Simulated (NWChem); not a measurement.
Molecule: MoNH$_{2}$O$_{2}$F; SMILES [Mo](=[NH])([F])(=[O])[OH]

```xyz
7

Mo     0.0303    -0.0075     0.0257
O      1.0108     0.1146     1.3714
N      1.0019     0.1990    -1.3781
H      1.9399     0.3513    -1.7475
F     -0.7675    -1.6798    -0.0569
O     -1.2483     1.3504     0.0639
H     -1.4187     1.9709    -0.6541
```
Atoms are numbered in this order, from 1.

Results from NWChem. Structure relaxed at the PBE0/def2-SVP level. def2 effective core potentials on Mo; no spin-orbit coupling.

Problem. Estimate the computed values for PW91/def2-SVP. Quantities: highest occupied level (eV); orbital gap (eV); dipole (D).

Solution. 
- highest occupied level (eV) = -7.08
- orbital gap (eV) = 4.29
- dipole (D) = 3.06
